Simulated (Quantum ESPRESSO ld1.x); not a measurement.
Task: Xe IV, configuration [Kr] 4d10 5s2 5p3. Calculated with ld1.x of Quantum ESPRESSO 7.5: scalar-relativistic Kohn-Sham, LDA (Slater exchange, Perdew-Zunger correlation), spin-polarised, spherical densities, point nucleus; open shells are filled with parallel spins first. Some entries of the table are withheld. Estimate them.

orbital,occ.,eigenvalue (hartree),<r> (bohr),r(max) (bohr)
1s up,1,-1263.08,0.02668,0.01717
1s down,1,-1263.08,0.02668,0.01717
2s up,1,-197.670,0.1147,0.09705
2s down,1,-197.666,0.1147,0.09705
2p up,3,-177.594,0.1003,0.07782
2p down,3,-177.589,0.1003,0.07782
3s up,1,-41.4071,0.3069,0.2793
3s down,1,-41.4019,0.3068,0.2793
3p up,3,-34.9224,0.3047,0.2731
3p down,3,-34.9168,0.3047,0.2731
3d up,5,-25.2787,0.2810,0.2257
3d down,5,-25.2733,0.2810,0.2257
4s up,1,-8.47941,0.7166,0.6606
4s down,1,-8.46833,0.7163,0.6607
4p up,3,-6.42155,0.7648,0.6928
4p down,3,-6.40926,0.7639,0.6929
4d up,5,(1),0.8751,0.7476
4d down,5,(2),0.8709,0.7472
5s up,1,(3),1.744,1.582
5s down,1,(4),1.739,1.570
5p up,3,-1.40045,1.998,1.792
5p down,0,-1.31626,2.011,1.785

Result: 
(1) 4d up eigenvalue (hartree): -3.42062
(2) 4d down eigenvalue (hartree): -3.40233
(3) 5s up eigenvalue (hartree): -1.89084
(4) 5s down eigenvalue (hartree): -1.80908
